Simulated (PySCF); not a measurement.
Species: 4-bromostyrene, C8H7Br.
Cartesian coordinates in Å at the PBE0-D3(BJ)/def2-SVP level; atoms count from 1:
```xyz
16
C8H7Br angstrom
C      3.6560    0.5937    0.6066
C      2.7094   -0.3429    0.4729
C      1.2627   -0.1337    0.3452
C      0.4210   -1.2467    0.2036
C     -0.9581   -1.1091    0.0777
C     -1.5165    0.1665    0.0933
Br    -3.3836    0.3733   -0.0755
C     -0.7063    1.2952    0.2328
C      0.6677    1.1388    0.3569
H      3.4263    1.6623    0.6350
H      4.7088    0.3169    0.6936
H      3.0214   -1.3933    0.4521
H      0.8591   -2.2482    0.1913
H     -1.5973   -1.9866   -0.0320
H     -1.1544    2.2901    0.2434
H      1.2890    2.0301    0.4653
```

Linear response at B3LYP/def2-SVPD (PySCF, frozen core in the response, non-relativistic). The structure is a single PBE0-D3(BJ)/def2-SVP conformer in the gas phase; no vibrational or solvent corrections. Relativistic effects, spin–orbit coupling among them, are left out although an element past zinc is present.

Static isotropic polarisability: 125.41 au (18.58 Å³), principal values 68.8, 111.0, 196.4 au.

What is the polarisability at 1064 nm and at the sodium D line?

127.89 au at 1064 nm (+2.0 %), 134.45 au at 589.3 nm (+7.2 %). The rise at 589.3 nm is 3.64 times that at 1064 nm; a pure ω² law gives 3.26. The lowest singlet lies at 274 nm, shorter than both wavelengths.

What is the isotropic C6 coefficient between two such molecules, C6 = (3/π)∫α(iω)² dω?

5066 au (Eh·bohr⁶) by a ten-point quadrature over imaginary frequencies, which is 3030 eV·Å⁶ or 292 J·nm⁶/mol.

Which effective excitation energy ω̄ makes London's formula C6 = (3/4)α²ω̄ exact here?

ω̄ = 4·C6/(3α²) = 0.429 Eh = 11.7 eV. A one-pole form α(ω) = α/(1 − ω²/ω̄²) fitted to the 1064 nm value gives 8.4 eV.

How anisotropic is the static polarisability, by Δα² = ½[(α1 − α2)² + (α2 − α3)² + (α3 − α1)²]?

Δα = 112.6 au, or 0.90 of the isotropic value.

What n − 1 at the D line would an ideal gas of it have at 273.15 K and 1 atm (2.6868 × 10¹⁹ cm⁻³), by n − 1 = 2π·N·α′?

33.63 × 10⁻⁴, a formal value whether or not that pressure can be reached.

The lowest 6 singlets have (eV, f): 4.53, 0.287; 4.74, 0.234; 5.19, 0.000; 5.67, 0.141; 5.68, 0.000; 5.83, 0.065. What share of the static polarisability do they carry in the sum over states α = Σ f/ω²?

22.73 au, 18.1 % of α; the largest term, 10.34 au, is that of the state at 4.53 eV. Their oscillator strengths add up to 0.73. Higher states carry the rest.

Rough CPU time on one thread of a shared machine: about 1.7 min. This is the whole response run at B3LYP/def2-SVPD, SCF included.
